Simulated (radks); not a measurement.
Results of a calculation; reference values are marked as such.
Cd2+, configuration [Kr] 4d8 5p2 (not the ground configuration). Code: a radial shooting solver on a logarithmic mesh with Libxc functionals. Model: Dirac Kohn-Sham, PBE, spin-unpolarised, spherical densities, finite nucleus; open shells are shared between the two j in proportion to 2j + 1; Fermi nuclear charge, rms radius 4.6087 fm.

X-ray form factor f0, the Fourier transform of the density (f0(0) = 46):

sin(theta)/lambda (1/angstrom),f0 (electrons)
0.05,45.285
0.1,43.403
0.15,40.905
0.2,38.235
0.25,35.606
0.3,33.096
0.4,28.587
0.5,24.936
0.6,22.154
0.8,18.387
1,15.658
1.25,12.656
1.5,10.101
2,6.881
